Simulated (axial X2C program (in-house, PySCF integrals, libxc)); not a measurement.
Levels of SiBr by electron attachment to SiBr⁺ (EOM-EA-CCSD)

Calculated with an axial X2C code built on PySCF integrals: two-component X2C with atomic mean-field Coulomb and Gaunt terms, Gaussian nuclei, basis Br dyall-acv3z, Si dyall-av3z with contracted cores.

R = 2.235 Å (near the PBE0 minimum at charge 0 of the determinant lowest at the starting distance; the state shown can have its own minimum elsewhere).

Levels of SiBr obtained by attaching an electron to SiBr⁺:

```
  Ω  binding energy (eV)  above lowest (cm⁻¹)                  attached spinor  one-particle weight
1/2                7.299                    0   77% Si pπ, 10% Br dπ, 7% Br pπ                 0.94
3/2                7.260                  318   76% Si pπ, 10% Br dπ, 7% Br pπ                 0.94
1/2                4.301                24182  46% Si pσ, 22% Si dσ, 12% Br pσ                 0.95
1/2                3.051                34266    77% Si sσ, 8% Br sσ, 7% Br dσ                 0.98
3/2                2.082                42083             83% Si pπ, 13% Br pπ                 0.99
1/2                2.079                42103             84% Si pπ, 13% Br pπ                 0.99
```

Q: What is the splitting of the first π pair in the table, and is it regular or inverted?

A: E(3/2) − E(1/2) = 318 − 0 = 318 cm⁻¹ at EOM-EA-CCSD: regular, Ω = 1/2 lower. Splittings at this level can be off by ten to twenty per cent.

This point took 11 s on 1 thread of Intel(R) Xeon(R) Processor @ 2.30GHz (shared host).

Reference electrons by ω block (each with its −ω partner): 1/2: 17, 3/2: 6, 5/2: 1. 10 electrons of SiBr⁺ correlated (inner shells frozen), 92 natural virtual spinors (a truncated set); levels can be off by some tenths of an eV. Roots sought by Ω: (1/2: 5, 3/2: 4, 5/2: 2, 7/2: 1); the list ends where they run out and leaves out roots under 60 % one-particle weight. The solver can skip a root, and states that need a further excitation, which the method places far too high, are missing though they may lie low or lowest. T1 of the reference 0.025 (Lee–Taylor). The reference was not checked to be the lowest state of its species. Number of frozen shells: Br 3 s, 2 p, 1 d; Si 2 s, 1 p.
